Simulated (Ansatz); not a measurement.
Li₆H₅⁺. Total charge 1; singlet. Geometry r2SCAN-D4/def2-TZVP; atoms count from 1.

```csv
atom,x (Å),y (Å),z (Å)
Li1,-1.690,0.427,0.778
Li2,1.957,-0.527,-0.934
Li3,-0.436,-2.123,-0.584
Li4,0.380,1.818,0.468
Li5,0.476,-0.290,1.833
Li6,-0.531,0.315,-2.157
H7,-0.937,1.229,-0.765
H8,1.618,0.385,0.479
H9,-0.505,1.171,1.843
H10,-0.822,-1.257,0.846
H11,0.490,-1.148,-1.807
```

Another isomer (singlet) lies 0.06 eV lower at PBE0-D4/def2-TZVP; other spin states weren't run for this one.

Q: Estimate the Mulliken populations from the PBE0/def2-TZVP orbitals of Ansatz.

A: 
| atom | charge (e) |
| --- | --- |
| Li1 | 0.57 |
| Li2 | 0.66 |
| Li3 | 0.66 |
| Li4 | 0.58 |
| Li5 | 0.58 |
| Li6 | 0.66 |
| H7 | -0.54 |
| H8 | -0.54 |
| H9 | -0.45 |
| H10 | -0.54 |
| H11 | -0.63 |
Mulliken values depend strongly on the basis.
